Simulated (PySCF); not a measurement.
Correlation energy of Sb⁺ (antimony, charge +1)

[Kr] 4d10 5s2 5p2, high-spin 3P determinant. Calculation: PySCF 2.14, in x2c-QZVPPall (13s9p7d4f1g, 112 functions); scalar relativity by spin-free X2C-1e. Frozen: [Kr] 4d10; 4 electrons correlated.

```csv
level,correlation energy (mhartree)
CCSD,-60.60
(T),-1.58
CCSD(T),-62.18
```

Diagnostics: T1 = 0.0076, D1 = 0.0197, largest double amplitude 0.090.

**Question.** Is a single reference adequate?

**Answer.** Mostly. T1 lies below 0.03, but a double amplitude of this size points to a near-degeneracy that CCSD handles and MP2 describes poorly.
